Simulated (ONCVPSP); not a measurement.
**Pseudopotential generation for Rb (Z = 37): ONCV, PBE, scalar-relativistic.**

- Element: rubidium (Rb)
- Generator: ONCVPSP 4.0.1
- Type: optimised norm-conserving Vanderbilt (ONCV)
- Functional: PBE
- Relativity: scalar-relativistic
- Frozen core: [Ar] 3d10
- Valence charge: 9
- Reference configuration: 4s2 4p6 5s1
- Partial waves: 4s+5s: rc 2.65 bohr, ncon 3, nbas 6, qcut 4.9 1/bohr, 2 projectors; 4p: rc 2.75 bohr, ncon 5, nbas 9, qcut 4.9 1/bohr, 2 projectors, debl 3.7 Ha; d scattering state at 0.13 Ha: rc 2.65 bohr, ncon 4, nbas 7, qcut 3.7 1/bohr, local
- Local potential: the d channel
- Core correction: Teter function, fcfact 4.25, rcfact 1.35

What the tests gave:

```
Cutoffs needed             : 6.8 Ha and 8.4 Ha (the cutoffs (Ha) at which the residual kinetic energy of the hardest occupied pseudo-wave falls to 1 and 0.1 mHa per electron)
Ghost test                 : no bound ghost flagged; GHOST(+) flagged for s at 140.4 eV
Largest excitation error   : -233 meV (all-electron minus pseudo) for 4s1 4p6 5s1, out of 4 test configurations
rms error of d²Exc/dni dnj : 3.24 mHa without and 1.41 mHa with the model core
```

Generation and tests took about 3.8 s on one core of a shared server CPU.
